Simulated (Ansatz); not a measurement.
`N[AsH2]` + CH₃SH → `CS[AsH2]` + NH₃ at 700 K and 1 bar (ligand exchange at the As–N bond).

Isolated molecules relaxed with PBE0-D4/def2-TZVP in Ansatz; ΔE leaves out vibrations. CCSD(T)/CBS adds triple-zeta CCSD(T) − MP2 to the extrapolated MP2 energy (def2 sets, frozen cores). This one scheme is used for every species. For As outer-core shells are correlated without core-valence functions, which leaves a few kJ/mol of doubt a bond. Scalar relativity is left out up to krypton.

```
   species  CCSD(T)/CBS energy (Eh)  H − E (kJ/mol)  S (J/(mol·K))
 `N[AsH2]`              -2292.09958           152.3          328.9
     CH₃SH               -438.22835           160.2          309.0
`CS[AsH2]`              -2673.84263           202.3          411.0
       NH₃                -56.50880           116.9          226.5
```

H − E and S are ideal-gas, rigid-rotor, harmonic terms from PBE0-D4/def2-TZVP, for one conformer and one mirror image of each species. 1 Eh = 2625.50 kJ/mol, R = 8.31446 J/(mol·K).

By hand: ΔE, ΔH, ΔS and ΔG.

ΔE = (-2673.84263) + (-56.50880) − (-2292.09958) − (-438.22835) = -0.02350 Eh = -61.7 kJ/mol. Δ(H − E) = 202.3 + 116.9 − 152.3 − 160.2 = 6.7, so ΔH = -55.0 kJ/mol. ΔS = 411.0 + 226.5 − 328.9 − 309.0 = -0.4 J/(mol·K). ΔG = -55.0 − 700 × (-0.4)/1000 = -54.7 kJ/mol.

By hand: the equilibrium constant, and the temperature at which ΔG would vanish if ΔH and ΔS stayed fixed.

log₁₀ K = −ΔG/(RT ln 10) = 4.1. ΔG = 0 at ΔH/ΔS = 137500 K, far beyond where these terms or the molecules hold.

The number of gas molecules stays the same, so ΔS is small and ΔH decides. A doubt of 5 kJ/mol in ΔE shifts log₁₀ K by 0.4 here. Other conformers and mirror images would add mixing entropy, several J/(mol·K) or more a flexible species. Modes under 60 cm⁻¹, often nearly free rotors, make the harmonic entropy too high. These are equilibria of isolated gas molecules and say nothing of rates. Largest T1 diagnostic: 0.011 (customary marks: 0.02 for closed shells, 0.045 for open ones).
